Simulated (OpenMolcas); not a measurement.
Levels of Re4+ by method

* Program: OpenMolcas
* Basis: ANO-RCC-VQZP [9s8p6d4f3g2h]
* Scalar Hamiltonian: DKH2, point nucleus
* Active space: 3 electrons in 5 orbitals (5d)
* State averaging: 2S+1 = 4 even, 10 roots; 2S+1 = 2 even, 40 roots (28 in the spin-orbit step)
* Spin-orbit coupling: state interaction with AMFI integrals over the reference wave functions, term energies averaged over their components

Methods on the same reference wave functions:
A. CASSCF
B. SS-CASPT2, IPEA 0.25 Eh, imaginary shift 0.1 Eh (closed shells correlated: 5s 5p)

Energies in cm⁻¹ above 5d³ ⁴F_3/2, the measured ground level; measured values from the list in Brasseur, Gamrath and Quinet, At. Data Nucl. Data Tables 157, 101636 (2024).

```
            Level      A      B  Measured
       5d³ ⁴F_3/2    0.0    0.0       0.0
       5d³ ⁴F_5/2   4484   4770      4853
       5d³ ⁴F_7/2   8993   9250      8973
5d³ ⁴F_9/2 [64 %]  12146  11760     11914
5d³ ⁴P_1/2 [71 %]  16870  14980     14325
       5d³ ²G_7/2  21513  19490     19013
5d³ ²H_9/2 [57 %]  21707  19910     19967
       5d³ ⁴P_5/2  23534  21920     20922
```

Deviations, from unrounded energies. A percentage is the sum of absolute deviations over the sum of measured energies, with the sign that they share, or ± where signs differ.

```csv
Against measurement,Levels,A,B
mean absolute deviation (cm-1),7,1400,380
fine structure of the ground term (%),3,±2.4,±2.0
other terms of the ground configuration (%),4,+12.7,±2.9
```

B lies closest to measurement on these levels. The largest miss of B in the table is 5d³ ⁴P_5/2, by +1000 cm-1. The ranking rests on the paired levels alone, and a cruder setting can come out closer through cancelling errors.

From A to B the spin-free energies of the other terms of 5d³ shown, above ⁴F, scale by factors of 0.81 to 0.85, as is usual when dynamic correlation screens the repulsion within a d or f shell.

The lowest spin-free term lies below A's lowest term by 0.276 hartree in B.

CASPT2 breaks the degeneracy within a term, and the mean is taken; among the terms shown or strongly mixed into the levels shown the widest spread is 1200 cm-1 (5d³ ²H, B). Some high roots are left out of the spin-orbit mixing, which shifts the levels that they would mix with. Without dynamic correlation excited terms often stand tens of per cent too high (terms of higher spin than the ground term too low), and those without a measured partner can miss by more than the paired ones (holds for A). The CASPT2 spread within a term exceeds the gap to the next term for 5d³ ²P and 5d³ ²H, 5d³ ²H and 5d³ ²D, so the order of their levels is uncertain (holds for B). Measured partners are found by configuration, term and J. A level has none where our copy of the source lacks it or the pairing is in doubt (some pairs that miss far off the trend of their configuration count as doubtful), and it then counts in no deviation. Levels of configurations outside the active space are missing. Levels that lie high or do not pair safely by name in every column are left out.

A share in square brackets marks a mixed level and gives the weight of the term that names it, the lowest over the columns.
